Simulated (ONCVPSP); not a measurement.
palladium: one change to an ONCV potential, before and after

* Element: palladium (Pd)
* Generator: ONCVPSP 4.0.1
* Type: optimised norm-conserving Vanderbilt (ONCV)
* Functional: PBE
* Relativity: scalar-relativistic
* Frozen core: [Ar] 3d10
* Valence charge: 18
* Reference configuration: 4s2 4p6 4d10
* Partial waves: 4s: rc 1.55 bohr, ncon 3, nbas 7, qcut 8.3 1/bohr, 3 projectors, debl 3 Ha; 4p: rc 1.20 bohr, ncon 4, nbas 8, qcut 7.9 1/bohr, 2 projectors, debl 3.5 Ha; 4d: rc 1.40 bohr, ncon 4, nbas 7, qcut 8 1/bohr, 1 projector
* Local potential: polynomial inside 0.90 bohr (lpopt 5, dvloc0 6 Ha)
* Core correction: none

In the s channel the program set the typed energies aside and used -3.136, 0.250, 3.250 Ha.

Change: s: qcut 12.3.

Cutoffs: the cutoffs (Ha) at which the residual kinetic energy of the hardest occupied pseudo-wave falls to 1 and 0.1 mHa per electron; they do not see the model core or the augmentation charge, which bear on the density cutoff. Errors are all-electron minus pseudo energies relative to the spin-unpolarised reference configuration.

How do hardness, ghosts and transferability respond?

The potential gets harder (32 Ha and 128 Ha → 37 Ha and 128 Ha); of the 3 tests that both files solve, the error grows in 0 and shrinks in 1 by more than 15 % and 0.3 meV (median size 0.5 → 0.7 meV); neither file shows a bound ghost. The waves are optimised to have the least kinetic energy above qcut, so the cutoff follows it (qcut²/2 in Ha).

```csv
quantity,base,changed
"cutoff, loose",32 Ha,37 Ha
"cutoff, tight",128 Ha,128 Ha
loose cutoff by channel,"s 23 Ha, p 32 Ha, d 28 Ha","s 37 Ha, p 32 Ha, d 28 Ha"
bound ghosts,none,none
GHOST(+) flags under 300 eV,none,none
tests with a reliable result,3 of 4,3 of 4
"error for 4s2 4p6 4d9, meV [ΔE 9.12 eV]",+0.3,+0.3
"error for 4s2 4p6 4d8, meV [ΔE 29.93 eV]",+0.5,+0.7
"error for 4s1 4p6 4d10, meV [ΔE 91.57 eV]",-163,-58
s: phases at 1.57 bohr within 0.05 rad from the reference energy up to (Ha; the scan ends near 5),to the end of the scan,to the end of the scan
p: phases at 1.22 bohr within 0.05 rad from the reference energy up to (Ha; the scan ends near 5),to the end of the scan,to the end of the scan
d: phases at 1.42 bohr within 0.05 rad from the reference energy up to (Ha; the scan ends near 5),4.9,4.9
```
